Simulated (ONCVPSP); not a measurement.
## Cd: one change to an ONCV potential, before and after

| Property | Result |
| --- | --- |
| Element | Cd |
| Generator | ONCVPSP 4.0.1 |
| Type | optimised norm-conserving Vanderbilt (ONCV) |
| Functional | PBEsol |
| Relativity | scalar-relativistic |
| Frozen core | [Ar] 3d10 |
| Valence charge | 20 |
| Reference configuration | 4s2 4p6 4d10 5s2 |
| Partial waves | 4s+5s: rc 1.50 bohr, ncon 3, nbas 7, qcut 10.7 1/bohr, 2 projectors; 4p: rc 1.45 bohr, ncon 4, nbas 9, qcut 9 1/bohr, 2 projectors, debl 1.4 Ha; 4d: rc 1.75 bohr, ncon 3, nbas 8, qcut 9.5 1/bohr, 2 projectors, debl 2.5 Ha |
| Local potential | polynomial inside 0.95 bohr (lpopt 5, dvloc0 1 Ha) |
| Core correction | Teter function, fcfact 2.75, rcfact 1.8 |

In the p channel the program set the typed energies aside and used -2.458, 0.250 Ha.

Change: d: qcut 8.8.

Cutoffs: the cutoffs (Ha) at which the residual kinetic energy of the hardest occupied pseudo-wave falls to 1 and 0.1 mHa per electron; they do not see the model core or the augmentation charge, which bear on the density cutoff. Errors are all-electron minus pseudo energies relative to the spin-unpolarised reference configuration.

Problem. What does the change do?

Solution. The potential gets neither clearly harder nor softer (35 Ha and 41 Ha → 35 Ha and 41 Ha); of the 4 tests that both files solve, the error grows in 1 and shrinks in 0 by more than 15 % and 0.3 meV (median size 4.3 → 5.6 meV); neither file shows a bound ghost.

| quantity | base | changed |
| --- | --- | --- |
| cutoff, loose | 35 Ha | 35 Ha |
| cutoff, tight | 41 Ha | 41 Ha |
| loose cutoff by channel | s 35 Ha, p 20 Ha, d 30 Ha | s 35 Ha, p 20 Ha, d 28 Ha |
| bound ghosts | none | none |
| GHOST(+) flags under 300 eV | s at 210.6 eV | s at 210.6 eV |
| error for 4s2 4p6 4d10 5s1, meV [ΔE 9.31 eV] | -1.6 | -1.5 |
| error for 4s2 4p6 4d10 5s0, meV [ΔE 26.41 eV] | -5.3 | -4.7 |
| error for 4s2 4p6 4d9 5s0, meV [ΔE 64.40 eV] | -8.2 | -7.1 |
| error for 4s2 4p6 4d9 5s2, meV [ΔE 17.97 eV] | +3.3 | +6.5 |
| s: phases at 1.52 bohr within 0.05 rad from the reference energy up to (Ha; the scan ends near 5) | to the end of the scan | to the end of the scan |
| p: phases at 1.47 bohr within 0.05 rad from the reference energy up to (Ha; the scan ends near 5) | to the end of the scan | to the end of the scan |
| d: phases at 1.78 bohr within 0.05 rad from the reference energy up to (Ha; the scan ends near 5) | to the end of the scan | to the end of the scan |
| rms error of d²Exc/dni dnj with the model core, mHa | 2.54 | 2.49 |
